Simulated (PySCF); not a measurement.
Fill in the blanks.

Species: C6H13NOSi.
SMILES: `O=C1CCC(CC1)N[SiH3]`

```tsv
property	level	value
point group of the GFN2-xTB geometry	GFN2-xTB	C1
rotational constants A, B, C of the GFN2-xTB geometry	GFN2-xTB	2.672, 0.844, 0.764 GHz
dipole moment	PBE0/pcSseg-1	?
HOMO energy	PBE0/pcSseg-1	?
LUMO energy	PBE0/pcSseg-1	?
13C chemical shifts (computed TMS as zero) by class	GIAO PBE0/pcSseg-1	?
1H chemical shifts (computed TMS as zero) by class	GIAO PBE0/pcSseg-1	?
isotropic shieldings of nuclei other than C and H, by class	GIAO PBE0/pcSseg-1	?
```

Gas-phase values; electronic properties from PySCF, density fitting. One conformer (not necessarily the lowest) at the GFN2-xTB geometry, without solvent or vibrations. NMR classes are plain means over equivalent atoms (diastereotopic ones count apart unless rotation or inversion swaps them), as if these changed places fast; in this geometry the members of some classes differ.

Problem. What are the 1H chemical shifts (computed TMS as zero) by class?

Solution. 4.69 (3 H), 3.48 (1 H), 3.08 (2 H), 2.07 (2 H), 2.04 (2 H), 1.85 (2 H), -0.09 (1 H) ppm.

Problem. The isotropic shieldings of nuclei other than C and H, by class?

Solution. 237 (1 N), -338 (1 O), 410 (1 Si) ppm.

Problem. The 13C chemical shifts (computed TMS as zero) by class?

Solution. 213.6 (1 C), 50.3 (1 C), 39.1 (2 C), 37.6 (2 C) ppm.

Problem. Give the dipole moment.

Solution. 3.47 D.

Problem. The HOMO energy?

Solution. -6.93 eV.

Problem. Give the LUMO energy.

Solution. -0.37 eV.

The rotational constants make it an asymmetric top with κ = (2B − A − C)/(A − C) = -0.92, nearer the prolate limit (−1). The dipole equals about 11.6 × 10⁻³⁰ C·m (1 D = 3.33564 × 10⁻³⁰ C·m). With B = h/(8π²I), that is 505.379 GHz u Å² over I, the principal moments of inertia are 189.1, 598.7 and 661.1 u Å² (most abundant isotopes).
